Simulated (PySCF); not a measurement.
Compound: C6H8O3S.
Cartesian coordinates in Å at the PBE0-D3(BJ)/def2-SVP level; atoms count from 1:
```xyz
18
C6H8O3S angstrom
C     -1.7193   -1.3369   -0.3894
C     -1.2910   -0.1415    0.4612
C     -2.0402    1.1314    0.2105
C     -1.1810    2.1463   -0.0341
C      0.1831    1.6351    0.0221
C      0.1279    0.3112    0.2909
S      1.5094   -0.7245    0.4944
O      2.7172    0.0827    0.4969
O      1.2050   -1.6910    1.5258
O      1.5225   -1.5871   -0.8885
H     -1.1049   -2.2152   -0.1485
H     -2.7726   -1.5865   -0.1961
H     -1.6026   -1.1145   -1.4598
H     -1.4159   -0.4127    1.5296
H     -3.1293    1.1969    0.2383
H     -1.4439    3.1861   -0.2322
H      1.0982    2.2151   -0.1049
H      2.0675   -1.1020   -1.5266
```

Computed with PBE0-D3(BJ)/def2-SVP geometry optimisation, gas phase (PySCF).

Take the most abundant isotopes and a rigid rotor. The values belong to one conformer with, in the numbering `[CH3:1][C@@H:2]1[CH:3]=[CH:4][CH:5]=[C:6]1[S:7](=[O:8])(=[O:9])[OH:10]`, C5–C6–S7–O8 7°, C6–S7–O10–H 90°.

(1) What are A, B and C (GHz)?

(2) Classify the top.

(3) What does the inertial defect say?

(4) Give the other two planar moments, Paa and Pbb, and the rms extents of the mass along the axes.

(5) Which lines would a microwave search look for?

(6) Estimate the classical rotational partition function at 50 K, 100 K and 298.15 K.

Results:

(1) Ia = 245.82, Ib = 516.58, Ic = 638.95 u·Å²; 505379 MHz·u·Å²/I gives 2056, 978.3 and 791.0 MHz, that is A = 2.0559, B = 0.9783, C = 0.7910 GHz.

(2) An asymmetric top; Ray's κ = -0.704.

(3) Not planar: Δ = Ic − Ia − Ib = -123.45 u·Å². For a rigid frame Δ = −2 Σ m c², so Σ m c² = 61.73 u·Å² lies off the ab plane: 8.62 from hydrogen and 53.10 from heavier atoms. The atom farthest from that plane is 1.93 Å away.

(4) Paa = Σ m a² = (Ib + Ic − Ia)/2 = 454.85 and Pbb = Σ m b² = (Ia + Ic − Ib)/2 = 184.09 u·Å². With the mass M = 160.02 u, the rms extents √(P/M) along a, b and c are 1.69, 1.07, 0.62 Å.

(5) The dipole components are |μa| = 4.00 D, |μb| = 0.32 D, |μc| = 2.37 D. The squared components, which scale the intensities, stand as 1.00 : 0.01 : 0.35 (a : b : c). Some lines, for components of 0.1 D or more:

```tsv
type	branch	J(Ka,Kc)	MHz	lower level (cm⁻¹)
a	R	1(0,1) ← 0(0,0)	1769	0.000
c	Q	3(2,2) ← 3(1,2)	2967	0.411
c	R	1(1,0) ← 0(0,0)	3034	0.000
c	Q	2(2,1) ← 2(1,1)	3233	0.225
b	Q	2(2,0) ← 2(1,1)	3255	0.225
a	R	2(1,2) ← 1(1,1)	3351	0.095
a	R	2(1,1) ← 1(1,0)	3726	0.101
b	Q	3(2,2) ← 3(1,3)	4089	0.374
a	R	3(2,2) ← 2(2,1)	5308	0.333
c	Q	3(3,1) ← 3(2,1)	5760	0.514
b	Q	3(3,1) ← 3(2,2)	5869	0.510
b	R	3(1,3) ← 2(0,2)	5926	0.176
c	R	2(2,1) ← 1(1,1)	7146	0.095
b	R	2(2,0) ← 1(1,1)	7168	0.095
a	R	4(2,2) ← 3(2,1)	7266	0.514
b	Q	4(4,0) ← 4(3,1)	8151	0.944
c	R	3(2,2) ← 2(1,2)	9103	0.207
c	R	4(2,3) ← 3(1,3)	11149	0.374
b	R	3(3,1) ← 2(2,0)	11155	0.334
c	R	3(3,0) ← 2(2,0)	11157	0.334
c	R	4(3,2) ← 3(2,2)	12987	0.510
b	R	4(4,1) ← 3(3,0)	15278	0.706
```

(6) Point group C1, symmetry number σ = 1; q = (√π/σ)·√((kT/h)³/(ABC)), k/h = 20836.6 MHz/K: 47300 at 50 K, 134000 at 100 K, 688000 at 298.15 K.

Not checked by PBE0-D3(BJ)/def2-SVP frequencies. These are rigid-rotor constants of the computed structure; measured ground-state constants (B0) also hold zero-point vibration. A rigid rotor knows nothing of internal rotation, which can split or shift real lines.

Hardware: Arm Neoverse V2, one thread (shared host). Cost: 4.3 min. That covers the optimisation of the geometry.
